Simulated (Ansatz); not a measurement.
Ansatz (a first-principles code) input (MP2/LANL2DZ): The .json file is the Basis Set Exchange's LANL2DZ.

Ansatz 0.2 input:
```yaml
crystal:
  periodic: [false, false, false]
  atoms:
    - {symbol: Sr, position_ang: [-0.00000000, -0.00000000, -0.42582700]}
    - {symbol: O, position_ang: [0.00000000, 0.00000000, 1.69169800]}
    - {symbol: H, position_ang: [0.00000000, 0.00000000, 2.64785100]}
basis:
  gaussian:
    orbitals: LANL2DZ.json
magnetization: {spin_polarized: true, initial_magnetization: 1}
correlation: {method: mp2, electrons: outside_noble_gas}
```

Output:

```
Functional definition: HF
integrals: 0.00 GiB planned
337 factors; integrals over basis functions are off by at most 3.2e-4 eV
mean field: 0.05 GiB planned
mean field evaluation 1: about -2868.3488 eV, gradient 3.1e1 eV
mean field evaluation 2: about -2868.4080 eV, gradient 3.1e1 eV
mean field evaluation 4: about -2872.6040 eV, gradient 1.4e0 eV
mean field evaluation 8: about -2872.6908 eV, gradient 1.5e-1 eV
mean field evaluation 16: about -2865.8840 eV, gradient 2.4e1 eV
mean field evaluation 32: about -2869.2273 eV, gradient 1.4e-1 eV
mean field evaluation 64: about -2868.3594 eV, gradient 6.1e-1 eV
mean field -2872.69126963 eV, -105.5694569786 hartree, gradient 2.6e-6 eV, S^2 0.750330; 3 other end points of the search recorded, 0 dependent functions left out
5 core orbitals not correlated, not the lowest: weight in the atoms' cores, before any rotation towards them, 0.789 or more for the frozen orbitals, at most 0.200 for the correlated occupied ones
reference -2872.69126963 eV, -105.5694569786 hartree; 5, 4 occupied and 13, 14 virtual orbitals, 337 factors
second order -3.45476805 eV of doubles, -0.00000000 eV of singles
Total energy: -2876.14603768 eV, -105.6964173628 hartree
```

The geometry given is a B3LYP-D3(BJ)/def2-TZVP minimum.
